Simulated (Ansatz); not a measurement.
`NBO[SiH3]` + HBr → `NBBr` + silanol  (ligand exchange at a B–O bond)

Gas-phase electronic energies from Ansatz, PBE0-D4/def2-TZVP geometries. CBS: MP2 limit from def2 TZ/QZ plus the TZ coupled-cluster correction, frozen cores. DFT in def2-TZVPP. For Br outer-core shells are correlated without core-valence functions, which leaves a few kJ/mol of doubt a bond. Scalar relativity is left out up to krypton. One conformer a species, not always the lowest.

`NBO[SiH3]`:

```xyz
10

N     0.488    2.101    0.000
B     0.616    0.713   -0.046
O    -0.506   -0.068    0.052
Si   -0.733   -1.694    0.035
H     1.276    2.719   -0.067
H    -0.400    2.562    0.104
H     1.704    0.218   -0.171
H    -1.381   -2.101    1.307
H    -1.627   -2.042   -1.098
H     0.563   -2.406   -0.115
```

HBr:

Cartesian coordinates in Å:
```
Br 0.239 0.541 0.393
H -0.239 -0.541 -0.393
```

`NBBr`:

Cartesian coordinates in Å:
```
N -0.335 0.490 0.507
B 0.426 -0.302 -0.329
Br -0.446 -1.563 -1.502
H 0.081 1.159 1.133
H -1.340 0.450 0.544
H 1.613 -0.235 -0.353
```

`O[SiH3]`:

Z-matrix (Å, degrees):
```
Si
O 1 1.648
H 1 1.489 2 111.7
H 1 1.489 2 111.7 3 120.9
H 1 1.481 2 105.9 3 -119.6
H 2 0.957 1 117.9 3 -60.5
```

```tsv
species	CAM-B3LYP-D4 energy (Eh)
`NBO[SiH3]`	-448.08200
HBr	-2574.88422
`NBBr`	-2655.76461
`O[SiH3]`	-367.18376
```

Task: Work out ΔE.

Result: ΔE = (-2655.76461) + (-367.18376) − (-448.08200) − (-2574.88422) = 0.01785 Eh = +46.9 kJ/mol. CCSD(T)/CBS gives +35.4 kJ/mol.

Largest T1 diagnostic among the species: 0.012.

From BLYP to BHLYP (50 % exact exchange), in def2-TZVPP and without D4, ΔE moves by +4.9 kJ/mol. Leaving LDA and LC-ωPBE aside and taking each functional with its dispersion term where it has one, the values, not all of them listed here, spread over 15.8 kJ/mol, from revPBE-D4 to CAM-B3LYP-D4. LDA lies +8.7 kJ/mol from PBE without D4.
